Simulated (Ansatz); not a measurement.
System: SbCl2, charge 0, doublet. SbCl2 (SMILES [Cl][Sb][Cl], doublet).
B3LYP-D3(BJ)/def2-TZVP minimum from Ansatz (a first-principles code):
```xyz
3

Sb    -0.3350    -0.1782     0.4828
Cl    -0.3456     1.8508    -0.7281
Cl     1.3505    -1.3162    -0.7202
```
Charge 0, spin multiplicity 2.

Total energies in def2-SVP, 19 correlated electrons, 19 frozen orbitals. UHF or UKS for unpaired electrons; spin-orbit terms are left out. Cores are frozen in correlated methods (noble-gas shells, and filled d and f shells in the p block). Past Kr the def2 sets carry scalar-relativistic core potentials. Spin-orbit terms, left out, reach several kcal/mol for Br and I, and more for heavier atoms.

```tsv
method	program	energy (Eh)	minus CCSDT(Q) (mEh)
HF	Ansatz	-1158.03515	375.92
MP2	Ansatz	-1158.36699	44.09
CCSD	Ansatz	-1158.40008	11.00
CCSD(T)	Ansatz	-1158.40921	1.86
CCSDT(Q)	Ansatz	-1158.41108	0.00
```

Rough core times of Ansatz's runs on a shared machine: CCSD(T) under 20 s, CCSDT(Q) 3 min.
